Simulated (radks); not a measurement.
Ionisation of the fluorine ion F+, [He] 2s2 2p4, to [He] 2s2 2p3 as the strength of local exchange is varied. Calculated with a radial shooting solver on a logarithmic mesh with Libxc functionals: scalar-relativistic Kohn-Sham, Slater X-alpha exchange (alpha = 2/3 is LDA exchange), no correlation, spin-polarised, spherical densities, point nucleus; open shells are filled with parallel spins first.

alpha,E(F+) (hartree),exchange (hartree),IE (eV),-e of the level emptied (eV),<r> of it (bohr)
0.667,-97.97325,-8.61424,32.834,24.156 (2p),1.023
0.754,-99.10217,-9.82887,34.254,25.586 (2p),1.007
0.846,-100.30739,-11.13598,35.795,27.148 (2p),0.9914
0.883,-100.79541,-11.66823,36.427,27.790 (2p),0.9851
0.98,-102.08378,-13.08141,38.115,29.512 (2p),0.9691

NIST Atomic Spectra Database: 34.971 eV (measured). The Delta-SCF value meets it near alpha = 0.80. Open shells are spherical and high-spin; term and fine-structure splittings are not resolved.
